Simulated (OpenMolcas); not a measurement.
V3+: ligand-field states by method

V3+ with 6 ligands (chloride) in octahedral coordination (Oh) at 2.4 Å. A charge of +0.5 e stands 2.4 Å behind each ligand. Ligand basis ANO-RCC-VDZP.

* Program: OpenMolcas
* Basis: ANO-RCC-VDZP [5s4p2d1f]
* Scalar Hamiltonian: DKH2, point nucleus
* Active space: 2 electrons in 5 orbitals (3d)
* State averaging: 2S+1 = 3 even, 10 roots; 2S+1 = 1 even, 15 roots
* Spin-orbit coupling: state interaction with AMFI integrals over the reference wave functions

I. CASSCF
II. SS-CASPT2, IPEA 0.25 Eh, imaginary shift 0.1 Eh (closed shells correlated: 3s 3p and the ligand valence shells)
III. SS-CASPT2, IPEA 0.25 Eh, imaginary shift 0.2 Eh (closed shells correlated: 3s 3p and the ligand valence shells)

Spin-free states (labels of O, the rotations of Oh) in cm-1, each column counted from its own energy of the first state listed:

| State | Degeneracy | I | II | III |
| --- | --- | --- | --- | --- |
| 3T1 | 3 | 0 | 0 | 0 |
| 3T2 | 3 | 9093 | 11060 | 11050 |
| 1T2 | 3 | 13586 | 9680 | 9680 |
| 1E | 2 | 14115 | 10520 | 10520 |
| 3A2 | 1 | 19591 | 23330 | 23330 |
| 3T1 | 3 | 21967 | 20520 | 20520 |
| 1T2 | 3 | 24384 | 22350 | 22360 |
| 1A1 | 1 | 26080 | 20910 | 20920 |
| 1T1 | 3 | 27029 | 25310 | 25320 |
| 1E | 2 | 34034 | 33960 | 33970 |
| 1A1 | 1 | 54671 | 47510 | 47530 |

From I to II, I's first state of the same spin (3T2) moves from 9093 to 11060 cm-1, by about +2000 cm-1.

From I to II, I's first state of another spin (1T2) moves from 13586 to 9680 cm-1, by about -3900 cm-1.

I: A least-squares ligand-field fit to the states below 45000 cm-1, each weighted by its degeneracy and with a free common offset, gives 10Dq = 10036 cm-1, B = 936 cm-1 and C = 3498 cm-1 (C/B = 3.74), with an rms deviation of 221 cm-1. The same method and metal basis give the free ion B = 1088 cm-1 (fit to its terms below 60000 cm-1, rms deviation 54 cm-1), so the nephelauxetic ratio is β = 936 / 1088 = 0.86; it hangs on how both fits weigh the states, and computed free-ion B values tend to be too large, so β mixes covalency with correlation.

II: A least-squares ligand-field fit to the states below 45000 cm-1, each weighted by its degeneracy and with a free common offset, gives 10Dq = 12132 cm-1, B = 727 cm-1 and C = 2586 cm-1 (C/B = 3.56), with an rms deviation of 256 cm-1. The same method and metal basis give the free ion B = 987 cm-1 (fit to its terms below 60000 cm-1, rms deviation 666 cm-1), so the nephelauxetic ratio is β = 727 / 987 = 0.74; it hangs on how both fits weigh the states, and computed free-ion B values tend to be too large, so β mixes covalency with correlation.

III: A least-squares ligand-field fit to the states below 45000 cm-1, each weighted by its degeneracy and with a free common offset, gives 10Dq = 12132 cm-1, B = 727 cm-1 and C = 2586 cm-1 (C/B = 3.56), with an rms deviation of 255 cm-1. 

From I to II, 10Dq changes by +21 %, B by -22 % and C by -26 %.

χT at 300 K: I 0.90, II 0.90, III 0.90 cm3 K/mol.

Roots that are degenerate in the reference are averaged as groups; the widest CASPT2 spread within a group is 91 cm-1 (the 2-fold group of multiplicity 1 near 10500 cm-1 above the lowest state of its run, II). Shifts and gaps below about the spread of the groups concerned are not significant. Over all roots computed the reference weight is 0.66 to 0.68 in II, 0.67 to 0.68 in III; a low but even weight reflects the number of correlated electrons. An orbital triplet at a regular site is open to Jahn-Teller coupling, which can distort the site and quench the lowest spin-orbit gaps and is left out. Ligand-to-metal charge-transfer states are missing. With no ligand orbital active B as a rule stays too high, so bands that hang on it stand too high and its fall with covalency is understated. Without dynamic correlation the repulsion within the d shell is too large (B by tens of per cent), so at a given field states of lower spin stand too high (holds for I). With metal d orbitals alone and no dynamic correlation the field as a rule comes out too small, by tens of per cent, by up to half for chloride and softer ligands (holds for I). With one d shell and no ligand orbital active, 10Dq can be off by a tenth or more (holds for II; III). No measured value stands beside these numbers; the geometry is a model, was not optimised and need not be the one that this ion takes.
